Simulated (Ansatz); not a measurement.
Basis sets compared for (LiNH2)3 ring (Li₃N₃H₆). The state is a singlet with charge 0. Geometry PBE-D4/def2-SVP. Ansatz on 4 threads of Intel Xeon on a shared host; times are rough, and most runs start from earlier orbitals.

```xyz
12

Li    0.1600   -1.2832    1.0423
N     1.2124   -1.6397   -0.5269
Li    0.7943   -0.0110   -1.4590
N    -0.2045    1.6262   -1.3227
Li   -0.9610    1.2902    0.4127
N    -1.0095    0.0124    1.8486
H     0.9515   -2.5030   -1.0323
H     2.2197   -1.7859   -0.3453
H    -0.8977    1.7741   -2.0752
H     0.3702    2.4838   -1.3799
H    -1.9530   -0.3420    2.0788
H    -0.6825    0.3780    2.7588
```

Binding counts from free atoms (Li doublet, N quartet, H doublet) in the same basis, without a counterpoise term.

```
           level  functions  energy (Eh)  HOMO (eV)  LUMO (eV)  binding per atom (eV)  wall time
 PBE-D4/def2-SVP         99    -190.1885      -4.50      -0.87                   3.25      1.9 s
PBE0-D4/def2-SVP         99    -190.2116      -5.87      -0.33                   3.16      2.2 s
```

Q: Estimate the rows for PBE-D4/def2-TZVP, PBE0-D4/def2-TZVP.

A: 
| level | functions | energy (Eh) | HOMO (eV) | LUMO (eV) | binding per atom (eV) | wall time |
| --- | --- | --- | --- | --- | --- | --- |
| PBE-D4/def2-TZVP | 171 | -190.4018 | -4.70 | -0.90 | 3.22 | 2.7 s |
| PBE0-D4/def2-TZVP | 171 | -190.4196 | -6.04 | -0.30 | 3.13 | 3.4 s |
